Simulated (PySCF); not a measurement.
Working out the ionisation energy of N⁺

N⁺ [He] 2s2 2p2 (3P) → N²⁺ [He] 2s2 2p1 (2P). Calculation: PySCF 2.14, in pcseg-2 (4s3p2d1f, 30 functions); no relativity, point nucleus. Frozen: 1s2. Energies in hartree (1 hartree = 27.21139 eV):

```csv
part,N⁺ (lower),N²⁺ (upper)
UHF,-53.888133,-52.814263
CCSD correlation,-0.089677,-0.080483
(T),-0.001525,-0.000996
```

Task: What does Hartree-Fock give?

Result: (-52.814263) − (-53.888133) = 1.073870 hartree = 29.221 eV.

Task: What do CCSD and CCSD(T) give?

Result: The CCSD correlation energies differ by 0.009194 hartree = 0.250 eV and the triples by 0.000529 hartree = 0.014 eV, so CCSD gives 29.471 eV and CCSD(T) 29.485 eV.

Reference: 29.601 eV (semi-empirical (NIST evaluation); NIST Atomic Spectra Database, ionization energies), between the lowest levels; spin-orbit coupling is absent from the calculation.

What remains against the reference includes basis incompleteness, the frozen core and higher excitations.
